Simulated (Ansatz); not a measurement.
`NBBr`, relaxed with RKS PBE-D4/def2-SVP in the Gaussian-basis code of Ansatz from a rough embedded geometry. The force threshold is 0.03 eV/Å; the program also tests the step.

Total charge 0; spin multiplicity 1.

Start:

```xyz
6

N    -0.029   -0.711   -0.544
B    -0.048    0.503    0.313
Br   -1.081    2.133   -0.214
H    -0.354   -1.478   -0.021
H     0.943   -0.936   -0.846
H     0.569    0.489    1.311
```

Question: By how much does the energy fall, and how many steps does the optimiser take? (An estimate is asked.)

Answer: The calculation gave: 130.16 kJ/mol, in 11 steps, 2 of them rejected.

Question: Which bonds change most? (Best estimate.)

Answer: Ansatz gave: N1–B2 from 1.486 to 1.393 Å; B2–Br3 from 2.001 to 1.939 Å; B2–H6 from 1.173 to 1.212 Å; N1–H4 from 0.984 to 1.020 Å.

Question: Give the relaxed structure. (Best estimate.)

Answer: The calculation gave: 
```xyz
6

N     0.152   -0.698   -0.328
B    -0.091    0.452    0.420
Br   -0.518    2.115   -0.482
H     0.379   -1.591    0.109
H     0.119   -0.724   -1.349
H    -0.041    0.445    1.630
```
